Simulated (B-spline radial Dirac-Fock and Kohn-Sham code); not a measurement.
# Binding energies of Br³⁺ at several levels of theory

System: bromine as Br³⁺, configuration [Ar] 3d10 4s1 4p3 (not the ground configuration).

The density-functional columns are spherical, spin-unpolarised Dirac-Kohn-Sham results without Breit or QED terms: −ε is minus the orbital energy of the initial state and ΔSCF the difference of two total energies. The reference in the last column comes from Dirac-Fock energy differences between relaxed states, corrected for Breit and QED terms. All numbers are from a radial finite-basis atomic code, in eV; a selection of levels is shown. For the 1s level of heavy atoms much of the gap between ΔSCF and the reference is the Breit and QED part, -30.0 eV here; for other levels the error of the functional can be larger.

```tsv
level	LDA −ε	LDA ΔSCF	Dirac-Fock
K	13332.0	13552.7	13525.9
L1	1770.1	1807.7	1839.8
L3	1552.1	1596.7	1602.5
M3	210.9	225.7	236.7
M4	107.5	122.0	120.2
M5	106.4	120.9	119.2
N1	55.30	62.22	62.11
N2,3	40.86	47.05	44.93
```

Values without a named source are computed, but for edge energies of neutral atoms, which are taken from tables.
